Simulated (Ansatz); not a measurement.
CH₉BGeSi, SMILES `B[CH2][GeH2][SiH3]`. The species carries charge 0 and has multiplicity 1. Geometry: relaxed with PBE0-D4/def2-TZVP. It is one conformer, not always the lowest.

```xyz
13

B     0.416    1.610   -0.139
C    -1.031    1.346   -0.514
Ge   -0.971   -0.545    0.200
Si    1.198   -1.548    0.249
H     1.298    1.372   -0.917
H     0.707    1.954    0.973
H    -1.824    1.825    0.059
H    -1.287    1.249   -1.568
H    -1.863   -1.382   -0.735
H    -1.578   -0.534    1.612
H     1.747   -1.640   -1.129
H     1.050   -2.923    0.798
H     2.137   -0.786    1.110
```

(1) What is the dipole moment at r2SCAN/def2-TZVPP? (An estimate is asked.)

(2) And with PBE, B3LYP, ωB97M-V? (Estimate.)

(3) Give the Mulliken charges with r2SCAN, PBE, ωB97M-V in def2-TZVPP. (Best estimate.)

Answers

(1) The calculation gave: 1.03 D, with components (-0.94, -0.35, -0.23) D in this frame, pointing from negative to positive charge.

(2) Ansatz gave: PBE 1.10 D, B3LYP 0.97 D, ωB97M-V 0.97 D.

(3) Computed: 
```json
{"atom": "B1", "r2SCAN": "-0.08", "PBE": "-0.16", "ωB97M-V": "-0.28"}
{"atom": "C2", "r2SCAN": "-0.24", "PBE": "-0.25", "ωB97M-V": "-0.34"}
{"atom": "Ge3", "r2SCAN": "0.13", "PBE": "0.15", "ωB97M-V": "0.06"}
{"atom": "Si4", "r2SCAN": "0.12", "PBE": "0.05", "ωB97M-V": "0.03"}
{"atom": "H5", "r2SCAN": "0.01", "PBE": "0.03", "ωB97M-V": "0.10"}
{"atom": "H6", "r2SCAN": "0.01", "PBE": "0.03", "ωB97M-V": "0.10"}
{"atom": "H7", "r2SCAN": "0.10", "PBE": "0.12", "ωB97M-V": "0.14"}
{"atom": "H8", "r2SCAN": "0.10", "PBE": "0.12", "ωB97M-V": "0.14"}
{"atom": "H9", "r2SCAN": "0.00", "PBE": "0.00", "ωB97M-V": "0.04"}
{"atom": "H10", "r2SCAN": "-0.01", "PBE": "0.00", "ωB97M-V": "0.03"}
{"atom": "H11", "r2SCAN": "-0.05", "PBE": "-0.03", "ωB97M-V": "0.00"}
{"atom": "H12", "r2SCAN": "-0.06", "PBE": "-0.04", "ωB97M-V": "-0.01"}
{"atom": "H13", "r2SCAN": "-0.05", "PBE": "-0.02", "ωB97M-V": "0.00"}
```

B3LYP here is the variant with VWN-RPA as its local correlation; programs differ in this.
